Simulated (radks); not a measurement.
Species: Be+. Configuration: [He] 2s1 (the NIST ground configuration).

Method: non-relativistic Kohn-Sham, LDA (Slater exchange, VWN5 correlation), spin-polarised, spherical densities, point nucleus; open shells are filled with parallel spins first; computed with a radial shooting solver on a logarithmic mesh with Libxc functionals.

Energy parts (hartree):
total: -14.11551
kinetic: 14.00316
electron-nucleus: -31.58506
Hartree: 5.78264
exchange-correlation: -2.31625

Orbitals (lengths in bohr, moments of r in powers of bohr; r(max) is where P^2 peaks):
orbital,occ.,eigenvalue (hartree),r(max)
1s up,1,-4.28015,0.2683
1s down,1,-4.26187,0.2686
2s up,1,-0.52548,1.876
2s down,0,-0.44255,1.909
2p up,0,-0.38293,1.848
2p down,0,-0.30761,1.901
3s up,0,-0.13455,5.547
3s down,0,-0.12238,5.966
3d up,0,-0.08820,4.810

The highest occupied level is 2s up at -14.299 eV. Summed over all electrons, <r^2> = 6.517 bohr^2, which gives a Langevin (diamagnetic) susceptibility term of -5.16 x 10^-6 cm^3/mol.
